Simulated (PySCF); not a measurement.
Si(Cl)2(F)(OSiH3) (Cl2FH3OSi2), SMILES O([SiH3])[Si](Cl)(F)Cl.

Geometry optimised at PBE-D3(BJ)/def2-SVP. The structure was generated by enumeration, and PubChem lists no compound with its InChIKey, so it may never have been made. The values are those of a single conformer.

These are HF/def2-TZVP (PySCF) values and carry that method's errors.

```yaml
total_energy: -1673.32450 hartree
highest_occupied_level: -12.97 eV
lowest_empty_level: 2.73 eV
orbital_gap: 15.70 eV
dipole_moment: 1.96 D
quadrupole, principal values (traceless, Buckingham form, about the centre of nuclear charge): -3.94, -1.18, 5.12 D·Å
mean_static_polarisability: 65.6 bohr³ (9.72 Å³)
polarisability_principal_values: 58.0, 67.1, 71.6 bohr³
```
